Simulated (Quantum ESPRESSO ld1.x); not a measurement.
Results of a calculation; reference values are marked as such.
How relativity changes the ionisation of the thallium ion Tl+ ([Hg]) to Tl2+ ([Xe] 4f14 5d10 6s1). Spin-unpolarised spherical Kohn-Sham, LDA (Slater exchange, VWN5 correlation), point nucleus, ld1.x of Quantum ESPRESSO 7.5. A level marked "c x" has the speed of light scaled by that factor.

non-rel.: E(Tl+) (hartree) -18956.7536; E(Tl2+) (hartree) -18956.0829; IE (eV) 18.250; HOMO 6s; <r> HOMO (bohr) 2.670
scalar-rel.: E(Tl+) (hartree) -20234.807; E(Tl2+) (hartree) -20234.028; IE (eV) 21.197; HOMO 6s; <r> HOMO (bohr) 2.376
Dirac: E(Tl+) (hartree) -20277.66; E(Tl2+) (hartree) -20276.88; IE (eV) 21.199; HOMO 6s1/2; <r> HOMO (bohr) 2.378
Dirac, c x 0.75: E(Tl+) (hartree) -21848.82; E(Tl2+) (hartree) -21847.88; IE (eV) 25.558; HOMO 5d5/2; <r> HOMO (bohr) 1.465
Dirac, c x 2: E(Tl+) (hartree) -19242.03; E(Tl2+) (hartree) -19241.34; IE (eV) 18.833; HOMO 6s1/2; <r> HOMO (bohr) 2.604
Dirac, c x 5: E(Tl+) (hartree) -19000.82; E(Tl2+) (hartree) -19000.15; IE (eV) 18.338; HOMO 6s1/2; <r> HOMO (bohr) 2.660

NIST Atomic Spectra Database: 20.428 eV (measured). The relativistic part of the total energy of Tl+ is -1321 hartree (Dirac), 7 % of the non-relativistic value. Spin polarisation and multiplet splitting of open shells are left out at every level.

Beside tabulated values, note that relativity, absent from the non-relativistic runs, is large for the heavy elements, and spin-unpolarised runs miss the spin-polarisation part of the exchange energy of open shells, and scalar-relativistic runs lack spin-orbit coupling.
